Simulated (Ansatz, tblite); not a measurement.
Forces on the cluster Si9⁻ at its PBE-D4/def2-SVP geometry. The state is a doublet with charge -1.

The xTB rows come from tblite. Another isomer (doublet) lies 0.21 eV lower at PBE0-D4/def2-TZVPD; other spin states weren't run for this one.

GFN2-xTB (tblite), largest force 1.49 eV/Å:

```xyz
9
positions Å, forces eV/Å
Si    1.328    1.055   -0.515    1.047    0.595    0.084
Si   -1.425   -1.243    0.397   -0.946   -1.137    0.195
Si   -0.169   -2.911    1.297   -0.251    1.135   -0.451
Si   -0.753    0.662   -1.652   -0.430    0.339   -1.384
Si    1.180    0.919   -2.819   -0.718   -0.211    0.991
Si   -2.751    0.501   -0.437    0.995   -0.522   -0.158
Si    2.616    0.563    1.382   -1.161   -0.269   -0.634
Si    0.684   -0.766    1.446    0.776   -0.173    0.906
Si   -0.709    1.219    0.900    0.686    0.244    0.453
```

PBE-D4/def2-TZVPD (Ansatz), largest force 0.26 eV/Å:

```
Si -0.128 -0.106 0.028
Si 0.109 0.153 0.031
Si -0.010 0.143 -0.024
Si 0.058 0.015 0.188
Si -0.055 -0.005 0.130
Si 0.146 -0.054 -0.003
Si -0.153 -0.007 -0.057
Si -0.063 0.049 -0.145
Si 0.096 -0.189 -0.147
```
